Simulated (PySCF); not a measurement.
Hg²⁺: excitation energy

Hg²⁺ [Xe] 4f14 5d10 (1S) → Hg²⁺ [Xe] 4f14 5d9 6s1 (3D), as a difference of total energies. Computed with PySCF 2.14 in aug-cc-pVDZ-PP with ECP60MDF, with a scalar-relativistic core potential. Correlated levels: valence: 5s2 5p6 frozen. The calculations carry no spin-orbit coupling.

| method | excitation energy (eV) |
| --- | --- |
| UHF | 6.165 |
| LDA | 5.854 |
| PBE | 5.873 |
| PBE0 | 6.097 |
| r2SCAN | 5.950 |
| CAM-B3LYP | 5.993 |
| r2SCAN0 | 6.096 |
| wB97M-V | 6.421 |
| TPSSh | 5.982 |
| MP2 (valence) | 6.514 |
| SCS-MP2 (valence) | 6.586 |

Q: How much does correlation contribute at MP2 (valence)?

A: 6.514 − (6.165) = 0.349 eV, measured against UHF.
